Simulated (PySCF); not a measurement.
## Working with the constants of KAs

UHF-CCSD(T) constants of KAs, ³Σ⁻ (triplet), unpaired electrons π ↑↑ (PySCF, no relativity, basis sets K pcseg-1, As pcseg-1; masses 38.9637 and 74.9216 u):

| Property | Result |
| --- | --- |
| ωe | 156.1 cm⁻¹ |
| ωexe | 0.388 cm⁻¹ |
| Be | 0.064156 cm⁻¹ |
| αe | 0.000326 cm⁻¹ |
| De to K + As | 0.83 eV |

Problem. What force constant and bond length do these constants imply?

Solution. Reduced mass μred = 25.633 u; k = 5.8918×10⁻⁷·μred·ωe² (u, cm⁻¹, mdyn/Å) = 0.368 mdyn/Å; Re = √(16.8576/(μred·Be)) (u, cm⁻¹, Å) = 3.202 Å.

Problem. Estimate the centrifugal constant D from the Kratzer relation and find the Dunham coefficient a1.

Solution. D = 4Be³/ωe² = 4.33e-08 cm⁻¹; a1 = −1 − αeωe/(6Be²) = -3.06.

Correlated steps freeze 14 core orbitals. Correlated levels converge slowly with the basis: in double zeta they bind strong bonds too weakly, by up to about 1 eV, and carry superposition errors of some tenths. Spin–orbit coupling is left out. The state was picked by a PBE0 search and need not be the measured ground state.
